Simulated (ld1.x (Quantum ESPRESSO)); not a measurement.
What the settings do to the TM potential of Cu (Z = 29)

Base potential:

ld1.x (Quantum ESPRESSO) 7.5 input, shortened:

```
&input
   title='Cu', zed=29., rel=1, dft='WC', iswitch=3,
   config='[Ar] 3d9 4s0 4p0'
 /
 &inputp
   pseudotype=2, tm=.true., lloc=2,
   nlcc=.true.
 /
3
4S  1  0   0.00   0.00  1.50  1.50  0.0
4P  2  1   0.00   0.00  2.00  2.00  0.0
3D  3  2   9.00   0.00  1.00  1.00  0.0
 &test
   configts(1)='3d9 4s0 4p0'
 /
```

Cutoffs, loose and tight: the cutoffs (Ry, on a coarse ladder) from which the occupation-weighted sum of valence levels, in a spherical-Bessel basis at the reference potential, stays within 10 and 1 mRy of its value at 400 Ry. They do not see the model core or the augmentation charge, which bear on the density cutoff. Test errors are all-electron minus pseudo excitation energies from the reference, over the configurations 3d10 4s1 4p0; 3d10 4s0 4p0; 3d8 4s0 4p0; 3d10 4s0 4p1; 3d9 4s1 4p1; 3d9 4s1 4p0; 3d9 4s2 4p0. A dash means not determined; rows that change the core or the reference have their own tests. The largest error is taken over the tests solved by every variant that gives reliable tests at all: 3d8 4s0 4p0; 3d9 4s1 4p0; 3d9 4s1 4p1.

A true bound ghost makes a file unfit for plane-wave use even where its test errors are small: the radial tests pick states by their node count and pass the ghost by. Where a test does run into it, the solver fails or the error is huge.

The default core radius of the base comes out at 0.36 bohr.

```tsv
change	outcome	cutoff, loose	cutoff, tight	bound ghosts	largest test error (meV)
base	generated	230 Ry	over 300 Ry	s, p	-229
all radii but the core radius scaled by about 1.35 (s 2.02, p 2.70, d 1.36 bohr)	generated	140 Ry	260 Ry	s, p	-265
core correction a·sin(br)/r model core inside 0.76 bohr	generated	230 Ry	over 300 Ry	s, p	-228
wave 3d (bound): rc 1.00 bohr becomes 3d (bound): rc 1.54 bohr	generated	120 Ry	200 Ry	s, p	-275
functional PW91	generated	230 Ry	over 300 Ry	s, p	-227
wave 4s (bound): rc 1.50 bohr becomes 4s (bound): rc 1.98 bohr	generated	230 Ry	over 300 Ry	s, p	-229
wave 4p (bound): rc 2.00 bohr becomes 4p (bound): rc 2.94 bohr	generated	230 Ry	over 300 Ry	s, p	-229
local potential the p channel	generated	230 Ry	over 300 Ry	s	-659
functional PBEsol	generated	230 Ry	over 300 Ry	s, p	-228
```

Question: What comes out with this change to the base: reference 3d10 4s1 4p0?

Answer: outcome: generated; cutoff, loose: 230 Ry; cutoff, tight: over 300 Ry; bound ghosts: s, p; largest test error (meV): -1707.

Question: What comes out with this change to the base: reference 3d8 4s0 4p0?

Answer: outcome: generated; cutoff, loose: 230 Ry; cutoff, tight: over 300 Ry; bound ghosts: s, p; largest test error (meV): -542.
